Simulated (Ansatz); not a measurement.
Computed with Ansatz on PBE0-D4/def2-TZVP structures; ΔE is electronic, products minus reactants. CCSD(T)/CBS is the MP2 limit (def2-TZVPP, def2-QZVPP) plus CCSD(T) − MP2 in def2-TZVPP, frozen cores. This one scheme is used for every species. DFT in def2-TZVPP. B3LYP here is the variant with VWN-RPA as its local correlation; programs differ in this. def2 core potentials past Kr. For Br, In outer-core shells are correlated without core-valence functions, which leaves a few kJ/mol of doubt a bond. Scalar relativity is left out up to krypton. One conformer a species, not always the lowest.

`[OH][In]([OH])[Br]` + CH₄ → `[CH3][In]([OH])[OH]` + HBr  (formal exchange of groups at the In–Br bond)

| level | ΔE (kJ/mol) |
| --- | --- |
| B3LYP-D4 | 145.0 |
| ωB97X-V | 144.4 |
| B2PLYP | 144.8 |
| PBE0 | 144.4 |
| HF/def2-QZVPP | 169.3 |
| MP2/def2-QZVPP | 140.9 |
| SCS-MP2/def2-QZVPP | 143.0 |
| CCSD/CBS(def2) | 143.6 |

(1) What does CCSD(T)/CBS give? (Estimate.)

Largest T1 diagnostic among the species: 0.016.

Answers

(1) The calculation gave: +141.7 kJ/mol. The listed levels differ from it by 3.3, 2.7, 3.1, 2.7, 27.6, -0.8, 1.3, 1.9 kJ/mol.

In def2-TZVPP, CCSD(T) changes the Hartree–Fock value by −32.0 kJ/mol (the triples alone add −1.9 kJ/mol) and MP2 by −31.0 kJ/mol. From PBE to PBE0 (25 % exact exchange), in def2-TZVPP and without D4, ΔE moves by +6.0 kJ/mol.
